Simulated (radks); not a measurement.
Results of a calculation; reference values are marked as such.
Mean orbital radii <r> (bohr) of the xenon ion Xe+, [Kr] 4d10 5s2 5p5, at several levels of relativity; Dirac values are averaged over j with weights 2j + 1. Spin-unpolarised spherical Kohn-Sham, PBEsol, point nucleus unless stated (finite: rms radius 4.7859 fm), a radial shooting solver on a logarithmic mesh with Libxc functionals. A level marked "c x" has the speed of light scaled by that factor and shares open shells by 2j + 1; other Dirac levels either fill j = l - 1/2 first or share by 2j + 1.

| shell | non-rel. | scalar-rel. | Dirac, low j first | Dirac, c x 0.85 | change of magnitude, last against first (%) |
|---|---|---|---|---|---|
| 1s | 0.02815 | 0.02666 | 0.02666 | 0.02606 | -7.45 |
| 2s | 0.1211 | 0.1147 | 0.1142 | 0.1115 | -7.94 |
| 2p | 0.1030 | 0.1003 | 0.1001 | 0.09892 | -4.00 |
| 3s | 0.3206 | 0.3066 | 0.3063 | 0.3004 | -6.28 |
| 3p | 0.3108 | 0.3045 | 0.3041 | 0.3015 | -3.00 |
| 3d | 0.2813 | 0.2810 | 0.2810 | 0.2810 | -0.13 |
| 4s | 0.7468 | 0.7168 | 0.7168 | 0.7046 | -5.64 |
| 4p | 0.7777 | 0.7650 | 0.7646 | 0.7594 | -2.35 |
| 4d | 0.8705 | 0.8764 | 0.8769 | 0.8796 | +1.04 |
| 5s | 1.898 | 1.823 | 1.825 | 1.793 | -5.53 |
| 5p | 2.204 | 2.184 | 2.186 | 2.176 | -1.25 |
